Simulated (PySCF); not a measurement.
# Computed records: BGeH$_{2}$NO

All values are calculated (PySCF 2.14.0). Calculation on a computer-drawn molecule: the log of a Hartree-Fock and frozen-core CCSD(T) single point meant for a local Hartree-Fock minimum, with one planted fault or none, to be diagnosed. Offsets are logged minus clean, where the clean run is the same molecule without the fault. The reference is restricted for singlets and unrestricted otherwise, and also for a bond in bohr or an excited solution. Adding or removing an electron swaps singlet and doublet. The excited solution moves the top pair (singlet) or top alpha electron (doublet) to the lowest empty orbital. Highest occupied and lowest empty are orbital energies over both spins, largest force is the largest gradient component, triples share is (T) over the correlation energy, the T1 limit is 0.02 restricted and 0.045 unrestricted, electrons count all cores, a negative frequency is imaginary (commonest isotopes), and the dipole is about the centre of nuclear charge; on germanium a core potential holds 10 electrons, which the energies leave out, and 3d is frozen in MP2 and coupled-cluster steps.

BGeH$_{2}$NO

Logged structure:
```xyz
6
BGeH2NO
B      0.3657     0.4439     0.0279
N      1.3163     1.2322    -0.1478
Ge     2.6760     2.4815    -0.0403
O      3.2149     2.4245    -1.7356
H     -0.5273    -0.3015     0.1789
H      2.7447     1.8248    -2.3006
```

* meant charge: 0
* meant multiplicity: 1
* meant basis: cc-pVDZ
* meant basis and core potential on germanium: cc-pVDZ-PP ECP10MDF
* logged electrons: 53
* logged basis functions: 75
* logged SCF converged: yes
* logged spin squared: 0.7794
* logged highest occupied: -17.168 eV
* logged lowest empty: -7.9445 eV
* logged largest force: 0.062298 hartree/bohr
* logged T1 diagnostic: 0.027613
* logged D1 diagnostic: 0.09711
* logged triples share: 0.037222
* logged CC converged: yes
* logged dipole magnitude: 3.4826 debye
* logged SCF stable within its kind: yes
* logged energy HF: -448.26864 hartree
* logged energy CCSD(T): -448.78725 hartree
* possible faults: no fault, one electron removed, one electron added, multiplicity raised by two, geometry at a saddle point, SCF held on an excited solution, minimal basis STO-3G, one bond length entered in bohr, all coordinates scaled
* planted fault: one electron removed
* HF energy offset from clean run: 204.7 kcal/mol
* CCSD(T) energy offset from clean run: 219.9 kcal/mol

Drawn bonds:
```
atom  other atom  order
   1           2      2
   2           3      1
   3           4      1
   1           5      1
   4           6      1
```
